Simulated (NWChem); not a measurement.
System: CH₅BFN; SMILES CNBF

The following NWChem deck was run.

```
start job
memory heap 200 mb stack 900 mb global 1100 mb
geometry units angstroms
  B     -0.283431     0.653682     0.115675
  F      0.391485     1.321387     1.057633
  H     -1.204192     1.170334    -0.388063
  N      0.157078    -0.614912    -0.202326
  C     -0.391526    -1.531584    -1.172763
  H      0.962284    -0.986680     0.281941
  H     -0.713629    -2.459277    -0.692585
  H      0.349855    -1.777513    -1.937790
  H     -1.250493    -1.069014    -1.653108
end
basis spherical
  * library 6-31g*
end
dft
  xc b3lyp
  iterations 150
end
driver
  maxiter 120
end
task dft optimize
task dft freq
```

The level has its own optimisation; frequencies are unscaled.

Q: Predict the main results of this run. (B3LYP/6-31G* (spherical d).) Quantities: r B–F (Å); r B–H (Å); r B–N (Å); r C–N (Å); highest harmonic frequency (cm⁻¹); lowest (cm⁻¹); zero-point energy (kcal/mol); dipole (D).

A: 
```json
{
 "r B–F (Å)": "1.345",
 "r B–H (Å)": "1.196",
 "r B–N (Å)": "1.396",
 "r C–N (Å)": "1.453",
 "highest harmonic frequency (cm⁻¹)": "3572",
 "lowest (cm⁻¹)": "166",
 "zero-point energy (kcal/mol)": "44.8",
 "dipole (D)": "2.38"
}
```
